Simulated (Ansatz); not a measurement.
Potential energy curve for SeAl (cation, charge +1), lowest triplet found (which spin is the ground state isn't settled by this scan).

Levels: ROHF/cc-pVDZ (Ansatz, a program for electronic structure); ROMP2 = MP2 on ROHF/cc-pVDZ, cores with 3d frozen run with Ansatz; ROCCSD = CCSD on ROHF/cc-pVDZ, cores with 3d frozen (Ansatz); ROCCSD(T) = CCSD(T) on ROHF/cc-pVDZ, cores with 3d frozen (Ansatz); UHF/cc-pVDZ (Ansatz); UMP2 = MP2 on UHF/cc-pVDZ, cores with 3d frozen run with Ansatz; UCCSD = Ansatz with CCSD on UHF/cc-pVDZ, cores with 3d frozen; UCCSD(T) = Ansatz with CCSD(T) on UHF/cc-pVDZ, cores with 3d frozen; ROCCSDT = CCSDT on ROHF/cc-pVDZ, cores with 3d frozen (Ansatz); UCCSDT = CCSDT on UHF/cc-pVDZ, cores with 3d frozen (Ansatz); UCCSDT(Q) = CCSDT(Q) on UHF/cc-pVDZ, cores with 3d frozen (Ansatz); UKS-B3LYP = unrestricted B3LYP/cc-pVDZ (Ansatz); UKS-PBE0 = unrestricted PBE0/cc-pVDZ run with Ansatz; UKS-PBE = Ansatz with unrestricted PBE/cc-pVDZ; FCI = full CI/cc-pVDZ, cores with 3d frozen run with Ansatz.

All curves are set to zero at 3.04 Å and compared with full CI in the same basis at 3.04, 3.27, 3.54, 3.82, 4.24, 4.73, 5.27, 6.07 Å.

**Question.** Which method stays most parallel to full CI over these points, and which least?

**Answer.** UCCSDT(Q) has the smallest spread and ROHF the largest. In order (kJ/mol): UCCSDT(Q) 0.02, UCCSDT 0.20, ROCCSDT 0.24, UCCSD(T) 1.25, ROCCSD(T) 1.30, UCCSD 4.78, ROCCSD 4.91, UMP2 5.43, UKS-B3LYP 5.86, ROMP2 6.17, UKS-PBE 13.39, UKS-PBE0 13.46, UHF 21.22, ROHF 23.43.

Errors against full CI at some of the points (kJ/mol):

```tsv
method	3.82 Å	4.73 Å	6.07 Å	7.05 Å	8.21 Å
UCCSDT(Q)	0.0	0.0	0.0	—	—
UCCSDT	-0.1	-0.2	-0.2	—	—
ROCCSDT	-0.1	-0.2	-0.2	—	—
UCCSD(T)	-0.6	-1.1	-1.2	—	—
ROCCSD(T)	-0.6	-1.1	-1.3	—	—
UCCSD	-2.5	-4.2	-4.8	—	—
ROCCSD	-2.6	-4.3	-4.9	—	—
UMP2	-3.1	-4.9	-5.4	—	—
UKS-B3LYP	-0.3	2.1	5.3	—	—
ROMP2	-3.1	-5.4	-6.2	—	—
UKS-PBE	5.6	11.2	13.4	—	—
UKS-PBE0	5.5	10.2	13.5	—	—
UHF	-12.7	-19.2	-21.2	—	—
ROHF	-13.8	-21.0	-23.4	—	—
```

A dash means that the run gave no value there, or that the column was ended at a point which the program doubted or which failed a test of continuity chosen for this set; such a test can also cut sound points.

The scan ran from 1.74 to 8.21 Å; beyond the distances shown full CI changes its symmetry label. The unrestricted determinant behind UKS-PBE is spin-contaminated at 6.07 to 8.21 Å (<S²> up to 2.2, against 2.00 for a pure triplet).
